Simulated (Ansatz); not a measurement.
`FB(F)C[SiH3]` + `SB(Cl)Cl` → `FB(Cl)C[SiH3]` + `FB(S)Cl`  (redistribution)

Calculated with Ansatz (gas phase, PBE0-D4/def2-TZVP geometries, no zero-point term in ΔE). CBS: MP2 limit from def2 TZ/QZ plus the TZ coupled-cluster correction, frozen cores. One conformer a species, not always the lowest.

| species | MP2/CBS(def2) energy (Eh) |
| --- | --- |
| `FB(F)C[SiH3]` | -554.59055 |
| `SB(Cl)Cl` | -1342.75661 |
| `FB(Cl)C[SiH3]` | -914.53665 |
| `FB(S)Cl` | -982.80531 |

Task: Work out ΔE.

Result: ΔE = (-914.53665) + (-982.80531) − (-554.59055) − (-1342.75661) = 0.00520 Eh = +13.7 kJ/mol. CCSD(T)/CBS gives +11.2 kJ/mol.

Largest T1 diagnostic among the species: 0.012.
